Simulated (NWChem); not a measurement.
CH3ClSn, singlet; SMILES [CH3][Sn][Cl]

Results from NWChem. Low-valent species are run as closed-shell singlets; no triplet was tried in these runs. All runs use the structure optimised with PBE0/def2-SVP. def2 effective core potentials on Sn; no spin-orbit coupling. Level r2SCAN/def2-SVP: energy and gradient on several grids; changes count from the extra-fine grid, which is no exact limit either.

| grid | size of the energy change (μHa) | largest change of a gradient component (μHa/bohr) | time, medium = 1 (rough) |
|---|---|---|---|
| xcoarse | 2000 | 2000 | about 1 |
| coarse | 200 | 400 | about 1 |
| medium | 60 | 200 | about 1 |
| fine | < 10 | < 30 | about 1 |
| xfine | < 10 | < 30 | 2 |
